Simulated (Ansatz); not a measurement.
# Which is lower?

The two ends of one reaction step of AlSiNH6O, closed shell (PBE0-D4/def2-TZVP).

A:

Al1  (-0.567, 0.341, 0.200)
Si2  (1.565, -0.855, 0.116)
N3  (-1.483, 0.655, -1.272)
H4  (-1.193, 0.371, -2.193)
O5  (-1.251, 0.913, 1.646)
H6  (1.534, -2.092, 0.949)
H7  (1.923, -1.263, -1.272)
H8  (2.685, -0.016, 0.635)
H9  (-2.365, 1.141, -1.313)
H10  (-0.848, 0.805, 2.505)
(Å)

B:

| atom | x (Å) | y (Å) | z (Å) |
| --- | --- | --- | --- |
| Al1 | -0.1091 | 0.9110 | 1.1275 |
| Si2 | 0.7683 | -1.0791 | -1.1551 |
| N3 | -0.3885 | -0.1398 | -0.2853 |
| H4 | 1.3313 | 1.0658 | 1.7308 |
| O5 | -1.3747 | 1.7665 | 1.8564 |
| H6 | 0.4493 | -2.5346 | -1.1293 |
| H7 | 0.8601 | -0.6783 | -2.5876 |
| H8 | 2.0885 | -0.8632 | -0.5085 |
| H9 | -1.3339 | -0.2093 | -0.6392 |
| H10 | -2.2911 | 1.7610 | 1.5902 |

Program: Ansatz 0.2.0. Basis: def2-TZVPP. Cores are frozen in the correlated methods. B3LYP uses VWN-RPA correlation.

(1) Which structure is lower at CCSD(T), and by how much? (An estimate is asked for; the value comes from the calculation.)

T1 diagnostic: at most 0.013.

Results:

(1) Computed: B, by 44.8 kJ/mol (electronic energy, against the other). By their contacts, A is AlSiNH₆O ([NH2][Al]([OH])[SiH3]) and B is AlSiNH₆O ([OH][AlH][NH][SiH3]).

All methods give the same order:

```tsv
method	E(B) − E(A) (kJ/mol)
SPW92	-27.3
PBE-D4	-24.1
BLYP-D4	-39.4
r2SCAN-D4	-38.1
B97M-V	-49.7
PBE0-D4	-30.5
B3LYP-D4	-43.0
r2SCAN0-D4	-41.4
BHLYP-D4	-50.8
CAM-B3LYP-D4	-47.9
wB97X-V	-43.3
wB97M-V	-49.6
B2PLYP	-46.7
PBE-QIDH	-42.3
RPA on PBE	-46.7
HF	-59.6
MP2	-53.8
CCSD	-46.3
CCSD(T)	-44.8
```

Labels in which every atom is bracketed show which atoms are joined, not bond orders.

For scale, one of the runs: CCSD(T)/def2-TZVPP, 230 basis functions, launched by `ansatz run in.yaml --threads 4 --pin off --events-out ev --progress --plain --max-ram 9574MiB`. The run took 68 s on 4 CPU threads of an Arm Neoverse V2 (shared host), with 3.7 GiB of host memory at its peak.
